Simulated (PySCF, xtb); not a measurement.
MoS2ClBr, SMILES [S]=[Mo]([Cl])(=[S])[Br], multiplicity 1.

Harmonic wavenumbers (cm⁻¹) from GFN2-xTB in xtb at its own minimum, in rising order: 85, 103, 124, 126, 145, 267, 361, 513, 544.

Question: What does PBE-D3(BJ)/def2-SVP (PySCF 2.14.0) give at its own minimum? (An estimate is asked for; the answer gives what the named calculation found.)

Answer: 94, 121, 139, 143, 187, 298, 412, 549, 561. Paired by order, the mean absolute difference is 26 cm⁻¹ and the zero-point energies are 3.2 and 3.6 kcal/mol.
